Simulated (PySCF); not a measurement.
Computed with PySCF, PBE0, basis Ti def2-TZVP, O def2-TZVP, F def2-TZVP (no relativity, density fitting). Open shells, if any, are unrestricted.

What shape and geometry does isolated singlet TiOF₂ take (every ligand bound to Ti)?

Formally Ti is in oxidation state +4, d0. The polar-tensor charge on Ti, 2.41, is below the formal one. The lowest minimum found is a singlet of Cs symmetry with Ti–F 1.789 Å (×2), Ti–O 1.592 Å; F–Ti–F 127.8°, F–Ti–O 115.8° (×2). Its harmonic wavenumbers are 37 (a'), 201 (a'), 277 (a''), 676 (a'), 791 (a''), 1111 (a') cm⁻¹ and its dipole moment is 1.28 D.

Only a few start shapes were tried, so a lower isomer may exist.
